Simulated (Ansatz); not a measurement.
Saddle point of C2H10Ge, closed shell (C₂H₈Ge ([CH3][GeH2][CH3]) + H₂ → CH₆Ge ([CH3][GeH3]) + CH₄; bonds formed: Ge1–H7, C2–H6; bonds broken: Ge1–C2, H6–H7), PBE0-D4/def2-TZVP structure:

Ge1  (-0.120, -0.752, 0.042)
C2  (0.547, 0.926, 1.468)
H3  (0.619, -2.070, 0.321)
H4  (-1.370, -0.759, 1.012)
C5  (-0.878, -0.350, -1.707)
H6  (1.140, 0.418, 0.335)
H7  (1.527, -0.092, -0.624)
H8  (1.442, 1.564, 1.504)
H9  (-0.333, 1.559, 1.358)
H10  (0.496, 0.337, 2.383)
H11  (-0.958, 0.733, -1.814)
H12  (-1.878, -0.783, -1.779)
H13  (-0.235, -0.731, -2.498)
(Å)

Energies are electronic, without zero-point energy. Barriers and step energies count from the start structure reached by relaxing down the imaginary mode; all methods use the PBE0-D4 structures, on which another method's saddle can fall below an end. Ansatz 0.2.0; basis: def2-TZVPP, with def2-QZVPP for the basis limit; cores frozen in the correlated methods. Filled d shells of the heavier atoms are correlated. The def2 sets are not built for correlating such inner shells, so the correlated values are less sure here. B3LYP uses VWN-RPA correlation. Extrapolation: Hartree–Fock as exp(−7.88 √X), correlation as X^−2.97.

```
      method  barrier (eV)  step energy (eV)
       SPW92         2.704            -0.433
      PBE-D4         3.009            -0.412
     BLYP-D4         3.200            -0.431
   r2SCAN-D4         3.168            -0.434
      B97M-V             ?            -0.533
     PBE0-D4         3.185            -0.438
    B3LYP-D4             ?            -0.460
  r2SCAN0-D4         3.290            -0.449
    BHLYP-D4             ?            -0.498
CAM-B3LYP-D4         3.425            -0.488
     wB97X-V         3.444            -0.442
     wB97M-V         3.392            -0.430
      B2PLYP         3.438            -0.454
    PBE-QIDH         3.380            -0.420
  RPA on PBE         3.432            -0.403
          HF         3.977            -0.607
         MP2         3.498            -0.345
        CCSD         3.543            -0.440
     CCSD(T)         3.454            -0.405
```

Q: Fill in the withheld barriers. (Judge from chemistry; the value comes from the calculation.)

A: Computed: BHLYP-D4 3.531; B97M-V 3.133; B3LYP-D4 3.330 eV. Each is the energy of the saddle less that of the start structure, by the same method.

For comparison, the barrier by CCSD(T) at an estimated basis limit (MP2 extrapolated from triple and quadruple zeta, plus CCSD(T) − MP2 in triple zeta) is 3.477 eV.

The T1 diagnostic stays at or below 0.011.

Labels in which every atom is bracketed show which atoms are joined, not bond orders.

For scale, one of the runs: CCSD(T)/def2-TZVPP, 250 basis functions, launched by `ansatz run in.yaml --threads 8 --pin off --events-out ev --progress --plain --max-ram 19148MiB`. Hardware: 8 CPU threads of an Intel Xeon 6975P-C, shared host. Wall time 19 s; peak host memory 5.8 GiB.
